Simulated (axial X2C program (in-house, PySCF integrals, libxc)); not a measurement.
SbBr along the bond: PBE0, 2c

All values were computed with an in-house relativistic program for diatomic molecules. Two-component (2c) means X2C with spin–orbit coupling and atomic mean-field two-electron Coulomb and Gaunt terms. Basis: Sb dyall-cv3z [11s12p8d4f1g], Br dyall-cv3z [8s9p6d4f1g] (cores contracted in-house); Gaussian nuclei, density fitting, unrestricted open shells. Masses: Sb 120.904 u, Br 78.918 u.

State: Ω = 1 (⟨Sz⟩ = 0.99, ⟨Lz⟩ = 0.01 at PBE0). Dipoles are positive if Br is the positive end.

Results along the bond:

```
R (Å)   μ (D)  HOMO (eV)  LUMO (eV)
2.173  -0.151      -5.58      -2.75
2.273  -0.669      -5.76      -2.90
2.348  -1.059      -5.89      -3.01
2.423  -1.449      -6.02      -3.12
2.498  -1.833      -6.14      -3.23
2.585  -2.272      -6.27      -3.35
2.673  -2.698      -6.40      -3.46
2.785  -3.221      -6.55      -3.62
2.923  -3.812      -6.72      -3.82
3.123  -4.520      -6.90      -4.17
```

The state is one determinant whose occupation by symmetry is held fixed; it was picked as the lowest of a PBE0 search that is not exhaustive. Density functionals use the spin component along the axis (collinear). PBE0 can misorder states that lie within some tenths of an eV, so this need not be the ground state of the molecule. The nearest other 2c determinant of the search, Ω = 0, lies 0.37 eV up at the distance of the search. With several unpaired electrons one determinant need not be a pure state. Open-shell Ω = 0 determinants with evenly filled partner blocks cannot be reached by this program, so the Ω shown need not be the lowest component. This is the Ω = 1 component of a π² triplet; the 0⁺ component is not one determinant and can lie lowest.
